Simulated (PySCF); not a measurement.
Match the calculated data to a structure.

All candidates are C5H4OS.

* Triplet: lowest triplet excitation (Tamm–Dancoff): 3.19 eV [TDA wB97X-D/def2-SVPD]
* Dipole: 3.65 D [wB97X-D/def2-SVPD]
* NMR, other nuclei: isotropic shieldings of nuclei other than C and H, by class: -307 (1 O), 257 (1 S) ppm [GIAO PBE0/pcSseg-1]
* Rotational structure: rotational constants A, B, C: 5.048, 1.804, 1.329 GHz [GFN2-xTB]
* UV, strongest line: among the 8 lowest singlet transitions: S2 at 4.94 eV (251 nm, f = 0.269) [TDDFT wB97X-D/def2-SVPD]
* 13C NMR: chemical shifts (computed TMS as zero) by class: 183.8 (1 C), 152.8 (1 C), 144.0 (1 C), 135.9 (1 C), 133.4 (1 C) ppm [GIAO PBE0/pcSseg-1]
* Polarisability: 78.9 au [wB97X-D/def2-SVPD]
* UV, first state: lowest singlet excitation: 3.88 eV (320 nm, f = 0.000) [TDDFT wB97X-D/def2-SVPD]
* 1H NMR: chemical shifts (computed TMS as zero) by class: 9.94 (1 H), 8.27 (1 H), 7.63 (1 H), 7.45 (1 H) ppm [GIAO PBE0/pcSseg-1]

Gas-phase values; electronic properties from PySCF, density fitting. Levels stand in brackets. The structure is a single GFN2-xTB conformer in the gas phase; no vibrational or solvent corrections. Each NMR value is the plain mean over a class of atoms that symmetry, rotation or inversion makes alike.

Question: Which candidate is it?
A. `S=c1ccocc1` (4H-pyran-4-thione)
B. `O=c1ccscc1` (4H-thiopyran-4-one)
C. `O=Cc1cccs1` (2-thiophenecarboxaldehyde)

Answer: C. It is `O=Cc1cccs1`. Numbering: `[O:1]=[CH:2][c:3]1[cH:4][cH:5][cH:6][s:7]1`. Its formula, C5H4OS, gives 4 degrees of unsaturation: 1 ring and 3 π bonds in the structure found (Kekulé form). 5 carbons fall into 5 classes; from least to most shielded: aldehyde carbon [C2] (183.8 ppm), substituted aromatic carbon [C3] (152.8 ppm), aromatic CH next to a ring sulfur [C6] (144.0 ppm), aromatic CH carbon [C4] (135.9 ppm), aromatic CH carbon [C5] (133.4 ppm). Hydrogen classes from least to most shielded: 1 H on an aldehyde carbon, C2 (9.94 ppm), 1 H on an aromatic CH carbon, C4 (8.27 ppm), 1 H on an aromatic CH next to a ring sulfur, C6 (7.63 ppm), 1 H on an aromatic CH carbon, C5 (7.45 ppm). The other shieldings belong to: -307 ppm, aldehyde oxygen [O1]; 257 ppm, thiophene-type sulfur [S7]. S1 is mainly HOMO−1→LUMO (weight 0.89); the largest Löwdin shares of the orbital it empties are 0.65 on the aldehyde oxygen, 0.16 on the aldehyde carbon, 0.09 on the formyl hydrogen and 0.08 on the substituted aromatic carbon, of the orbital it fills 0.18 on the aldehyde carbon, 0.17 on the aldehyde oxygen, 0.14 on the aromatic CH next to a ring sulfur and 0.14 on the thiophene-type sulfur. The optimised geometry has point group Cs and is an asymmetric top.

The others, at the same levels:
- `O=c1ccscc1` fails: it has 3 carbon classes against 5; its computed 13C shifts are 178.9 (1 C), 142.5 (2 C), 139.6 (2 C) ppm, 1H shifts are 7.46 (2 H), 7.10 (2 H) ppm and smallest rotational constant is 1.388 GHz (against 1.329 GHz).
- `S=c1ccocc1` fails: it has 3 carbon classes against 5; its computed 13C shifts are 211.1 (1 C), 151.7 (2 C), 136.4 (2 C) ppm, 1H shifts are 7.31 (2 H), 7.24 (2 H) ppm and rotational constant A is 5.997 GHz (against 5.048 GHz).

Each candidate is one conformer, not necessarily the lowest. The conformers computed, where there is a choice (atom-mapped SMILES and torsion angles):
- `[O:1]=[CH:2][c:3]1[cH:4][cH:5][cH:6][s:7]1`: O1–C2–C3–C4 0°
